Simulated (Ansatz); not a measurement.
C$_{2}$HCl$_{2}$FTi (`C#[C][Ti]([F])([Cl])[Cl]`), relaxed with RKS PBE0-D4/def2-TZVP in the Gaussian-basis code of Ansatz from a PBE-D4/def2-SVP geometry. The force threshold is 0.005 eV/Å; the program also tests the step.

Charge 0, multiplicity 1.

Start:

```xyz
7

C     0.505    1.296   -1.619
C     0.205    0.529   -0.692
Ti   -0.299   -0.729    0.775
F    -1.081   -2.110    0.070
Cl   -1.649    0.349    2.105
Cl    1.546   -1.309    1.782
H     0.774    1.975   -2.421
```

By how much does the energy fall, and how many steps does the optimiser take? (An estimate is asked.)

Computed: 3.77 kJ/mol, in 4 steps.

Which bonds change most? (Estimate.)

Ansatz gave: C1–C2 from 1.240 to 1.215 Å; C1–H7 from 1.085 to 1.067 Å; Ti3–Cl6 from 2.181 to 2.168 Å; Ti3–Cl5 from 2.181 to 2.168 Å.

Give the relaxed structure. (Estimate.)

Computed: 
```xyz
7

C     0.503    1.288   -1.606
C     0.206    0.536   -0.700
Ti   -0.294   -0.720    0.767
F    -1.078   -2.096    0.063
Cl   -1.637    0.341    2.099
Cl    1.535   -1.299    1.778
H     0.765    1.950   -2.401
```
